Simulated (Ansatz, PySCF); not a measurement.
H₂BrO₂Sb (SMILES [OH][Sb]([OH])[Br]), singlet, at a GFN2-xTB geometry (all electrons, no relativity), with bond 2-1 at 1.8 times its length. Base run: CASSCF(2,4)/STO-3G (PySCF).

Input for PySCF:
```python
from pyscf import gto, scf, mcscf
import numpy

mol = gto.M(
    atom='''
Sb    0.256991    0.510895    0.637847
Br   -1.433843   -2.935950   -1.795303
O    -0.603906    1.884686   -0.411043
H    -1.526342    2.036148   -0.213389
O     1.825121    0.732562   -0.466892
H     2.532744    0.110863   -0.306716
''',
    basis='sto-3g',
    charge=0,
    spin=0,
    verbose=4,
)

mf = scf.RHF(mol)
mf.kernel()
mc = mcscf.CASSCF(mf, 4, 2)
mc.fix_spin_(ss=0.0)
mc.kernel()
occ = numpy.linalg.eigvalsh(mc.fcisolver.make_rdm1(mc.ci, mc.ncas, mc.nelecas))[::-1]
ss = mc.fcisolver.spin_square(mc.ci, mc.ncas, mc.nelecas)[0]
print('natural occupations', occ.round(4), ' <S^2>', round(ss, 4))
```

Programs used: Ansatz (an electronic-structure program), PySCF; a row that names a program was run with it.

Variants of this job, named by their change:

```json
[
 {"change": "base", "ΔE vs base (mEh)": "0.000", "natural occupations": "1.06 0.94 0.00 0.00", "<S^2> of the state": "0.00", "outcome": "converged"},
 {"change": "state_average = 2 states", "ΔE vs base (mEh)": "2.437", "natural occupations": "-", "<S^2> of the state": "-", "outcome": "converged"},
 {"change": "orbitals = fixed (CASCI); correction = SC-NEVPT2", "ΔE vs base (mEh)": "-92.702", "natural occupations": "1.10 0.90 0.00 0.00", "<S^2> of the state": "0.00", "outcome": "converged"},
 {"change": "active space = 2 electrons, 2 orbitals", "ΔE vs base (mEh)": "0.000", "natural occupations": "1.06 0.94", "<S^2> of the state": "0.00", "outcome": "converged"},
 {"change": "active space = 4 electrons, 6 orbitals", "ΔE vs base (mEh)": "-19.345", "natural occupations": "1.96 1.08 0.92 0.04 0.00 0.00", "<S^2> of the state": "0.00", "outcome": "converged"},
 {"change": "solver = newton", "ΔE vs base (mEh)": "-0.001", "natural occupations": "1.05 0.95 0.00 0.00", "<S^2> of the state": "0.00", "outcome": "converged"},
 {"change": "active space = 6 electrons, 5 orbitals", "ΔE vs base (mEh)": "-", "natural occupations": "-", "<S^2> of the state": "-", "outcome": "not converged"},
 {"change": "orbitals = fixed (CASCI)", "ΔE vs base (mEh)": "3.109", "natural occupations": "1.10 0.90 0.00 0.00", "<S^2> of the state": "0.00", "outcome": "converged"},
 {"change": "code = ansatz; correction = SC-NEVPT2, all electrons", "ΔE vs base (mEh)": "-89.905", "natural occupations": "-", "<S^2> of the state": "-", "outcome": "converged"},
 {"change": "conv_tol = 1e-5", "ΔE vs base (mEh)": "0.032", "natural occupations": "1.09 0.91 0.00 0.00", "<S^2> of the state": "0.00", "outcome": "converged"},
 {"change": "fix_spin_ = off", "ΔE vs base (mEh)": "0.000", "natural occupations": "1.06 0.94 0.00 0.00", "<S^2> of the state": "0.00", "outcome": "converged"}
]
```

Active orbitals are taken around the Fermi level unless the row says otherwise; CASSCF can end in different local minima, and two programs can end on different orbitals. State-averaged rows give the lowest state.

Ansatz warned in this series: the state or the total is in doubt.
